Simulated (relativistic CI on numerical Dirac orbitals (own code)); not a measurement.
# One change at a time: As⁶⁺

Base calculation: Dirac-Coulomb-Breit CI, separate exchange-only KLI orbitals for each configuration, model QED (radiative potential, 1s self-energy scaled to tabulated hydrogen-like ionisation energies), unscaled Slater integrals.

Configuration list (outside the closed core [Ne]): 3s2 3p6 3d9, 3s2 3p6 3d8 4s, 3s2 3p5 3d10, 3s2 3p6 3d8 4p, 3s2 3p6 3d8 4d, 3s 3p6 3d10, 3s2 3p6 3d8 5s, 3s2 3p6 3d8 5p, 3s2 3p6 3d8 4f, 3s2 3p6 3d7 4s2, 3s2 3p6 3d8 5d, 3s2 3p6 3d8 5f, 3s2 3p6 3d8 5g, 3s2 3p6 3d7 4s 4p, 3s2 3p6 3d7 4p2, 3s2 3p6 3d7 4s 4d. Levels of other configurations are missing.

The lowest level and the first level of each name with at least 55 % of one term (blank where a level has no safe partner in the second run):

| Level | Base (cm⁻¹) | Shift (cm⁻¹) |
| --- | --- | --- |
| 3s2 3p6 3d9 2D_5/2 | 0 | 0 |
| 3s2 3p6 3d9 2D_3/2 | 5649 | -20 |
| 3s2 3p6 3d8 4s 4F_9/2 | 399953 | -262 |
| 3s2 3p6 3d8 4s 4F_7/2 | 403047 | -270 |
| 3s2 3p6 3d8 4s 4F_5/2 | 406052 | -282 |
| 3s2 3p6 3d8 4s 4F_3/2 | 407976 | -288 |
| 3s2 3p6 3d8 4s 2F_7/2 | 410936 | -268 |
| 3s2 3p6 3d8 4s 2F_5/2 | 415775 | -281 |
| 3s2 3p6 3d8 4s 2D_3/2 | 432076 | -268 |
| 3s2 3p6 3d8 4s 4P_3/2 | 436173 | -282 |
| 3s2 3p6 3d8 4s 4P_1/2 | 436324 | -280 |
| 3s2 3p6 3d8 4s 2P_3/2 | 444088 | -276 |
| 3s2 3p6 3d8 4s 2P_1/2 | 445493 | -276 |
| 3s2 3p6 3d8 4s 2G_9/2 | 447505 | -275 |

At this charge configurations can still be misplaced by up to about 7 % of their energy.

Q: One thing was changed in a second run, which moved the levels as shown. Which?
A. configuration mixing switched off
B. QED terms removed
C. only the first 3 configurations
D. Breit term removed

A: B. QED terms removed. QED shifts follow the density of s (and p1/2) electrons at the nucleus, so configurations move by their count of such electrons; where none moves, the smaller shifts of p3/2 electrons and of j = l + 1/2 against j = l − 1/2 set the pattern.

LS names give the leading component of a level, which can be under half, so a name can repeat, a term be missing and a line seem to break the LS rules.
